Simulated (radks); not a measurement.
Values are calculated unless marked as measured or tabulated.
Polarisability of the molybdenum ion Mo+, [Kr] 4d5, at imaginary frequency. Level of theory: non-relativistic Kohn-Sham, exchange-only LDA, spin-polarised, spherical densities, point nucleus; open shells are filled with parallel spins first (spin-orbit coupling, left out, can overturn this in heavy ions); relativity is left out, which matters for an element this heavy (a radial shooting solver on a logarithmic mesh with Libxc functionals). Response by self-consistent Sternheimer equations with the Hartree and adiabatic exchange-only LDA kernel.

w (hartree),alpha1(iw) (bohr^3)
0.00266,23.13
0.0143,23.06
0.0360,22.69
0.0697,21.61
0.118,19.49
0.186,16.49
0.280,13.25
0.413,10.22
0.605,7.538
0.892,5.220
1.35,3.298
2.12,1.812
3.59,0.8143
6.94,0.2828
17.5,0.06646

Static values: alpha1 = 23.13 bohr^3 (3.427 angstrom^3; uncoupled 33.37). C6 = 151.9, triple-dipole C9 = 2291 atomic units. One-pole (London) frequency 4 C6 / (3 alpha1^2) = 0.379 hartree, against 0.399 for minus the highest occupied eigenvalue. The dipole shielding factor is 0.977, as the force sum rule N/Z = 0.976 demands.
